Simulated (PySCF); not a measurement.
# Ionisation energy of Au⁶⁵⁺ by level of theory

Au⁶⁵⁺ [Ne] 3s2 3p2 (3P) → Au⁶⁶⁺ [Ne] 3s2 3p1 (2P), as a difference of total energies. Calculation: PySCF 2.14, in an uncontracted even-tempered set (17 s from 19 bohr⁻², ratio 2.5; 12 p from 25 bohr⁻², ratio 2.5; 4 d from 95 bohr⁻², ratio 2.7; 4 f from 140 bohr⁻², ratio 2.7); scalar relativity by spin-free X2C-1e. Correlated levels: outer shells: 1s2 frozen; virtual orbitals above 40 to 60 times the deepest correlated orbital energy dropped. The calculations carry no spin-orbit coupling.

| method | ionisation energy (eV) |
| --- | --- |
| UHF | 7435.0 |
| LDA | 7435.7 |
| PBE | 7437.2 |
| PBE0 | 7437.0 |
| r2SCAN | 7437.8 |
| M06-L | 7435.8 |
| M06 | 7437.0 |
| MP2 (outer shells) | 7435.7 |
| SCS-MP2 (outer shells) | 7435.5 |

Spin-orbit coupling is strong in these open shells (close to jj coupling). The scalar numbers leave it out and a first-order estimate fails, so it can dominate the gap to the real levels.

Breit and QED terms and the two-electron picture change are absent.

For comparison: 7760 ± 30 eV (theoretical estimate listed by NIST; NIST Atomic Spectra Database, ionization energies).
